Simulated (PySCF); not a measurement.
C₄H₉O (SMILES CC[CH]CO), doublet, at a GFN2-xTB geometry. Base run: BLYP/STO-3G (PySCF).

Input for PySCF:
```python
from pyscf import gto, scf, dft

mol = gto.Mole()
mol.atom = '''
    C     2.257911    0.431399    0.042939
    C     1.219052   -0.492639   -0.621100
    C    -0.044073   -0.550140    0.144320
    C    -1.222035    0.252471   -0.244742
    O    -2.231653    0.125705    0.729607
    H     3.180347    0.437424   -0.533095
    H     1.875136    1.447152    0.101392
    H     2.476300    0.087123    1.050367
    H     1.658130   -1.493141   -0.686994
    H     1.025932   -0.134064   -1.634985
    H    -0.084741   -1.060507    1.088604
    H    -1.598534   -0.076654   -1.234726
    H    -0.937039    1.318305   -0.366298
    H    -3.007434    0.622170    0.450373
'''
mol.basis = 'sto-3g'
mol.charge = 0
mol.spin = 1
mol.verbose = 4
mol.build()

mf = dft.UKS(mol)
mf.xc = 'blyp'
mf.kernel()
```

Variants of this job, named by their change:

```csv
change,E (Eh),HOMO (eV),dipole (D),<S^2>,core-seconds (rough),outcome
base,-229.87623,-1.54,1.30,0.753,10,converged
functional = bhandhlyp,-229.92446,-4.95,1.39,0.756,10,converged
"functional = pw91,pw91",-229.91935,-1.69,1.33,0.753,10,converged
functional = tpss,-230.10821,-1.94,1.29,0.755,20,converged
functional = pw6b95,-230.33021,-3.48,1.38,0.754,20,converged
functional = wb97x_v,-,-,-,-,-,cut at the time limit
functional = pbe0; dispersion = d4,-229.80312,-3.35,1.37,0.755,8,converged
functional = pbe0; dispersion = d3bj,-229.80392,-3.35,1.37,0.755,10,converged
functional = mn12l,-229.18057,-1.81,1.38,0.758,10,converged
functional = revpbe,-229.97615,-1.64,1.29,0.754,8,converged
functional = camb3lyp,-229.89821,-4.75,1.38,0.754,20,converged
functional = blyp; dispersion = d3bj,-229.89510,-1.54,1.30,0.753,10,converged
functional = b3lyp; dispersion = d4,-230.04566,-3.07,1.35,0.754,10,converged
```

Totals shift with the method and basis; they matter in differences.

Open shells are given as the SCF converged; they aren't shown to be the lowest states, and a large step between rows can be another state.
